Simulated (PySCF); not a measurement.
Mapped SMILES: `[CH2:1]=[CH:2][Si@H:3]([NH2:4])[PH2:5]` (H(Xn): hydrogen on atom n). Ha(C1) is cis to Si3; Hb(C1) is trans to Si3.

Geometry: PBE0-D3(BJ)/def2-SVP; GIAO absolute shieldings from PySCF 2.14, gas phase, non-relativistic, averaged over equivalent atoms.

At CAM-B3LYP/pcSseg-1 (139 basis functions, 23 s wall time on 1 thread of an Arm Neoverse N1, shared host):
| atoms | σ (ppm) |
| --- | --- |
| C1 | 33.4 |
| C2 | 34.7 |
| Si3 | 356.2 |
| N4 | 238.7 |
| P5 | 543.4 |
| H(C2) | 24.92 |
| Hb(C1) | 25.00 |
| Ha(C1) | 25.16 |
| H(Si3) | 26.26 |
| H(P5) | 29.96 |
| H(N4) | 31.10 |

Estimate the result of repeating the calculation with wB97X-D/pcSseg-1.

## Answers


```tsv
atoms	σ at wB97X-D/pcSseg-1	change
C1	36.4	+3.0
C2	40.7	+6.0
Si3	365.6	+9.4
N4	239.1	+0.4
P5	556.4	+13.0
H(C2)	24.96	+0.04
Hb(C1)	24.98	-0.02
Ha(C1)	25.13	-0.03
H(Si3)	26.23	-0.03
H(P5)	29.93	-0.03
H(N4)	31.11	+0.01
```

The largest change is at P5 (phosphorus bonded to Si, 2 H). Cost: 139 basis functions, 22 s wall time on 1 thread of an Arm Neoverse N1, shared host.
